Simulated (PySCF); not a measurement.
One of the candidates below gave these computed data.

All candidates are C3H7FO3Si2.

| technique | computed result |
| --- | --- |
| 1H NMR | chemical shifts (computed TMS as zero) by class: 6.48 (1 H), 6.05 (1 H), 5.78 (1 H), 5.61 (1 H), 3.34 (3 H) ppm [GIAO PBE0/pcSseg-1] |
| Dipole | 4.33 D [PBE0/pcSseg-1] |
| NMR, other nuclei | isotropic shieldings of nuclei other than C and H, by class: -66 (1 O), 148 (1 O), 207 (1 O), 320 (1 F), 358 (1 Si), 466 (1 Si) ppm [GIAO PBE0/pcSseg-1] |
| Rotational structure | rotational constants A, B, C: 1.770, 0.828, 0.653 GHz [GFN2-xTB] |
| 13C NMR | chemical shifts (computed TMS as zero) by class: 173.7 (1 C), 151.3 (1 C), 113.2 (1 C) ppm [GIAO PBE0/pcSseg-1] |

The electronic properties come from PySCF, for the isolated species, density fitting. Levels stand in brackets. Isolated species at its GFN2-xTB geometry (one conformer only). GFN2-xTB frequencies show an imaginary mode (44i cm⁻¹), so this geometry is no minimum at that level. Each NMR value is the plain mean over a class of atoms that symmetry, rotation or inversion makes alike.

**Question.** Which candidate is it?
A. `C=C(O[Si@@H](F)[SiH3])C(=O)O`
B. `O=C(O)[C@@H]1C[Si@@H](F)O[SiH2]1`
C. `O=C(O)[C@@H]1[Si@H](O)C[Si@H]1F`

**Answer.** A. It is `C=C(O[Si@@H](F)[SiH3])C(=O)O`. Numbering: `[CH2:1]=[C:2]([O:3][Si@@H:4]([F:5])[SiH3:6])[C:7](=[O:8])[OH:9]`. Its formula, C3H7FO3Si2, gives 2 degrees of unsaturation: 0 rings and 2 π bonds in the structure found. 3 carbons fall into 3 classes; from least to most shielded: carboxylic acid carbon [C7] (173.7 ppm), vinylic carbon bearing oxygen [C2] (151.3 ppm), terminal =CH2 carbon [C1] (113.2 ppm). Hydrogen classes from least to most shielded: 1 H on an acid hydroxyl oxygen, O9 (6.48 ppm), 1 H on a terminal =CH2 carbon, C1 (6.05 ppm), 1 H on a terminal =CH2 carbon, C1 (5.78 ppm), 1 H on a fluorine-bound silicon, Si4 (5.61 ppm), 3 H on an SiH3 silicon, Si6 (3.34 ppm). The other shieldings belong to: -66 ppm, acid carbonyl oxygen [O8]; 148 ppm, acid hydroxyl oxygen [O9]; 207 ppm, silyl ether oxygen [O3]; 320 ppm, silicon-bound fluorine [F5]; 358 ppm, fluorine-bound silicon [Si4]; 466 ppm, SiH3 silicon [Si6]. The optimised geometry has point group C1 and is an asymmetric top.

The others, at the same levels:
- `O=C(O)[C@@H]1C[Si@@H](F)O[SiH2]1` fails: its computed 13C shifts are 186.6 (1 C), 35.9 (1 C), 18.2 (1 C) ppm, 1H shifts are 6.14 (1 H), 5.46 (1 H), 5.14 (1 H), 4.92 (1 H), 2.69 (1 H), 1.22 (1 H), 0.97 (1 H) ppm and rotational constant A is 2.168 GHz (against 1.770 GHz).
- `O=C(O)[C@@H]1[Si@H](O)C[Si@H]1F` fails: its computed 13C shifts are 183.2 (1 C), 38.6 (1 C), 19.1 (1 C) ppm, 1H shifts are 6.04 (1 H), 5.64 (1 H), 5.53 (1 H), 4.84 (1 H), 2.86 (1 H), 1.01 (1 H), 0.99 (1 H) ppm and rotational constant A is 1.417 GHz (against 1.770 GHz).

Each candidate is one conformer, not necessarily the lowest. Dipoles, sizes and rotational constants follow the conformer. The torsions of the flexible species, by atom-mapped SMILES:
- `[CH2:1]=[C:2]([O:3][Si@@H:4]([F:5])[SiH3:6])[C:7](=[O:8])[OH:9]`: C1–C2–O3–Si4 179°, C2–O3–Si4–F5 175°, C1–C2–C7–O8 180°, H–O9–C7–C2 180°
- `[O:1]=[C:2]([OH:3])[C@@H:4]1[Si@H:5]([OH:6])[CH2:7][Si@H:8]1[F:9]`: O1–C2–C4–Si5 43°, H–O3–C2–O1 0°, H–O6–Si5–C4 -12°

The conformers of `O=C(O)[C@@H]1C[Si@@H](F)O[SiH2]1` aren't listed.
